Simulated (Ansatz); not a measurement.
The cluster Li4F5⁻, relaxed as a singlet with RKS B3LYP-D4/def2-SVPD in Ansatz, starting from the GFN1-xTB geometry. Force threshold 0.02 eV/Å.

Another isomer (singlet) lies 0.99 eV lower at PBE0-D4/def2-TZVPD; other spin states weren't run for this one.

Start:

```xyz
9

Li    0.6758   -1.0524   -0.4856
Li   -1.4707    0.5983   -1.4410
Li   -0.4231   -0.3623    1.4846
Li    1.4133    0.8331    0.6941
F    -0.3152    0.6033   -0.2145
F    -0.3007   -1.9015    0.6850
F     0.7083    0.6920    2.2824
F     2.2250   -0.2540   -0.3924
F    -2.5127    0.8434   -2.6126
```

```
step  energy (eV)  largest force component (eV/Å)  SCF passes
   1  -14410.6896                           0.757          16
   2  -14410.7509                           0.438          24
   3  -14410.8051                           0.136          21
   4  -14410.8230                           0.116          21
   5  -14410.8297                           0.101          23
   6  -14410.8314                           0.005          24
   7  -14410.8317                           0.019          24
```

Force components are those of the run's own axes.

End:

```xyz
9

Li    0.900   -1.318   -0.302
Li   -1.532    0.797   -1.518
Li   -0.432   -0.478    1.494
Li    1.253    0.903    0.508
F    -0.367    0.191   -0.358
F     0.019   -2.117    1.007
F     0.494    0.899    2.106
F     2.304   -0.244   -0.333
F    -2.638    1.367   -2.604
```

By distances, no bond broke or formed, bridged metal pairs apart. The bond that changes most is Li2–F5, from 1.69 to 1.75 Å (atoms count from 1). Metal–metal contacts that move far: Li1–Li2 2.87 to 3.44 Å.

The force fell under the threshold at step 6, but the optimiser went on. No frequencies were taken in this run, so the end may be a saddle point.

Run time 23 s (4 threads of Arm Neoverse V1 on a shared host).
